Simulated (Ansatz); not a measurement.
Start from `C[CH2][AlH2]` and change one atom or group to get `C[CH2][SnH3]`.

Ansatz, PBE0-D4/def2-TZVP geometries, multiplicity 1. 

Elements past krypton have def2 core potentials.

| property | `C[CH2][AlH2]` |
| --- | --- |
| size of the dipole moment (PBE/def2-TZVPP) / D | 0.83 |
| HOMO–LUMO gap (PBE0/def2-TZVPP) / eV | 6.24 |
| HOMO energy (PBE0/def2-TZVPP) / eV | -7.54 |
| LUMO energy (ωB97M-V/def2-TZVPP) / eV | 0.26 |
| HOMO energy (PBE/def2-TZVPP) / eV | -6.30 |
| ideal-gas entropy at 298 K and 1 bar (rigid rotor, harmonic PBE0-D4/def2-TZVP) / J/(mol·K) | 308 |

Q: What does the change do to each property? (Estimate.)

A: The calculation gave: 
```
                                                                                  property  `C[CH2][SnH3]`  shift
                                            size of the dipole moment (PBE/def2-TZVPP) / D            1.02   0.19
                                                      HOMO–LUMO gap (PBE0/def2-TZVPP) / eV            8.16   1.92
                                                        HOMO energy (PBE0/def2-TZVPP) / eV           -7.82  -0.28
                                                     LUMO energy (ωB97M-V/def2-TZVPP) / eV            1.63   1.37
                                                         HOMO energy (PBE/def2-TZVPP) / eV           -6.67  -0.37
ideal-gas entropy at 298 K and 1 bar (rigid rotor, harmonic PBE0-D4/def2-TZVP) / J/(mol·K)             327     19
```

With PBE0 the HOMO falls by 0.28 eV and the LUMO rises by 1.64 eV, so the gap widens by about 1.92 eV. PBE moves the HOMO by -0.37 eV and ωB97M-V by -0.21 eV. The zero-point energy changes by 20.8 kJ/mol with +3 modes. Dipoles are sizes alone; their direction can turn.
